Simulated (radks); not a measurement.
All-electron atom: W XLVII in [Ar] 3d10.

Method: Dirac Kohn-Sham, PBE, spin-unpolarised, spherical densities, point nucleus; computed with a radial shooting solver on a logarithmic mesh with Libxc functionals.

Energy parts (hartree):
total: -14679.2636
kinetic: 16684.5220
electron-nucleus: -33876.7568
Hartree: 2750.8441
exchange-correlation: -237.8729

Orbitals (lengths in bohr, moments of r in powers of bohr; r(max) is where P^2 peaks; r(90%) holds 90 % of the orbital's charge):
orbital  occ.  eigenvalue (hartree)  r(90%)   r(max)       <r^4>
1s1/2       2             -2637.663  0.0334  0.01145   5.810e-07
2s1/2       2             -525.1139   0.120  0.06577  0.00008604
2p1/2       2             -506.2881   0.105  0.04888  0.00005174
2p3/2       4             -456.2947   0.116  0.05570  0.00007522
3s1/2       2             -182.0025   0.288   0.1835    0.002914
3p1/2       2             -173.8127   0.279   0.1716    0.002538
3p3/2       4             -162.4809   0.298   0.1850    0.003281
3d3/2       4             -149.0796   0.269   0.1443    0.002142
3d5/2       6             -146.5700   0.274   0.1480    0.002314
4s1/2       0             -90.11815   0.548   0.3858     0.03955
4p1/2       0             -86.62775   0.547   0.3804     0.03884
4p3/2       0             -82.73157   0.572   0.4008     0.04660

The highest occupied level is 3d5/2 at -3988.4 eV. For comparison, the ionisation energy in NIST's Atomic Spectra Database is 4057 eV (measured). In exact Kohn-Sham theory the highest level is minus the ionisation energy, but local and semilocal functionals leave it too shallow, through self-interaction and a potential that decays too fast; potentials with the right tail come closer. Summed over all electrons, <r^2> = 0.7660 bohr^2, which gives a Langevin (diamagnetic) susceptibility term of -0.607 x 10^-6 cm^3/mol.
